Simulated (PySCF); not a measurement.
**Correlation energy of S (sulfur, neutral)**

[Ne] 3s1 3p5, high-spin 3P determinant (an excited configuration). All numbers are calculated (PySCF 2.14, scalar relativity by spin-free X2C-1e, in aug-cc-pVTZ-DK (6s5p3d2f, 50 functions)). Frozen: [Ne]; 6 electrons correlated.

| level | correlation energy (mhartree) |
| --- | --- |
| CCSD | -212.81 |
| (T) | -22.82 |
| CCSD(T) | -235.63 |

Diagnostics: T1 = 0.031, D1 = 0.0689, largest double amplitude 0.208.

T1 exceeds 0.03, a sign that the reference determinant is poor. A double-excitation amplitude exceeds 0.15, a sign of near-degeneracy.

Cost of the coupled-cluster step: of the order of 4 core-seconds, for 6 correlated electrons.
